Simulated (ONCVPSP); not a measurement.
What one change does to a pseudopotential (Ag (Z = 47), ONCV)

Ag, optimised norm-conserving Vanderbilt (ONCV), made with ONCVPSP 4.0.1 (PBE, fully relativistic). Core [Ar] 3d10 4s2, reference 4p6 4d10 5s1. Waves: 5s: rc 2.65 bohr, ncon 4, nbas 7, qcut 2.6 1/bohr, 2 projectors, debl 0.8 Ha; 4p: rc 1.30 bohr, ncon 4, nbas 7, qcut 10.9 1/bohr, 2 projectors, debl 3.8 Ha; 4d: rc 1.20 bohr, ncon 5, nbas 8, qcut 8.6 1/bohr, 2 projectors, debl 2.9 Ha. Local part: polynomial inside 0.85 bohr (lpopt 5, dvloc0 0 Ha). Core correction: Teter function, fcfact 3.25, rcfact 1.

Open shells are filled in proportion to 2j + 1.

All-electron outer shells of the reference configuration (PBE, scalar-relativistic, ld1.x):

```tsv
shell	level (eV)	outermost node (bohr)	outermost maximum (bohr)
4s	-95.05	0.44	0.82
4p	-58.57	0.44	0.87
4d	-7.44	0.43	1.04
5s	-4.40	1.11	2.49
```

Change: s: rc 3.46.

Cutoffs: the cutoffs (Ha) at which the residual kinetic energy of the hardest occupied pseudo-wave falls to 1 and 0.1 mHa per electron; they do not see the model core or the augmentation charge, which bear on the density cutoff. Errors are all-electron minus pseudo energies relative to the spin-unpolarised reference configuration.

Question: What does the change do?

Answer: The potential gets neither clearly harder nor softer (40 Ha and 60 Ha → 40 Ha and 60 Ha); both files keep a bound ghost (s); the lowest positive-energy flag moves from s at 51.5 eV to s at 29.7 eV; of the 4 tests that both files solve, the error grows in 4 and shrinks in 0 by more than 15 % and 0.3 meV (median size 5.2 → 52.4 meV). More of the atom is replaced by a form fitted at one configuration, so other configurations suffer.

```tsv
quantity	base	changed
cutoff, loose	40 Ha	40 Ha
cutoff, tight	60 Ha	60 Ha
loose cutoff by channel	s 4.0 Ha, p 40 Ha, d 35 Ha	s 2.4 Ha, p 40 Ha, d 35 Ha
bound ghosts	s	s
GHOST(+) flags under 300 eV	s at 51.5 eV	s at 29.7 eV
error for 4p6 4d10 5s0, meV [ΔE 7.76 eV]	-6.8	-16
error for 4p6 4d9 5s0, meV [ΔE 29.87 eV]	+3.6	-89
error for 4p6 4d8 5s0, meV [ΔE 66.07 eV]	+16	-184
error for 4p6 4d10 5s0.5, meV [ΔE 3.02 eV]	-1.3	-2.6
p3/2: phases at 1.32 bohr within 0.05 rad from the reference energy up to (Ha; the scan ends near 5)	to the end of the scan	to the end of the scan
p1/2: phases at 1.32 bohr within 0.05 rad from the reference energy up to (Ha; the scan ends near 5)	to the end of the scan	to the end of the scan
d5/2: phases at 1.22 bohr within 0.05 rad from the reference energy up to (Ha; the scan ends near 5)	to the end of the scan	to the end of the scan
d3/2: phases at 1.22 bohr within 0.05 rad from the reference energy up to (Ha; the scan ends near 5)	to the end of the scan	to the end of the scan
rms error of d²Exc/dni dnj with the model core, mHa	6.27	6.21
```

 A true bound ghost makes a file unfit for plane-wave use even where its test errors are small: the radial tests pick states by their node count and pass the ghost by.
